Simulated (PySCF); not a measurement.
Be(H)(NH2) (BeH₃N), SMILES [BeH][NH2].

Coordinates come from a TPSSh-D3(BJ)/def2-TZVPD optimisation.

Vertical ionisation energy (IE) and electron affinity (EA) in eV. Rows of orbital energies are one-electron estimates. Where ΔSCF, EOM or ADC give a negative EA the extra electron is unbound and the value depends on the basis.

| level | IE | EA |
|---|---|---|
| −ε(HOMO), −ε(LUMO), r2SCAN/def2-TZVPD (PySCF) | 6.35 | 0.32 |
| −ε(HOMO), −ε(LUMO), M06-2X/def2-TZVPD (PySCF) | ? | ? |

Problem. What belongs in the gaps? (An estimate is asked for; the answer gives what the named calculation found.)

Solution. 
- −ε(HOMO), −ε(LUMO), M06-2X/def2-TZVPD (PySCF), IE: 8.87
- −ε(HOMO), −ε(LUMO), M06-2X/def2-TZVPD (PySCF), EA: -0.12
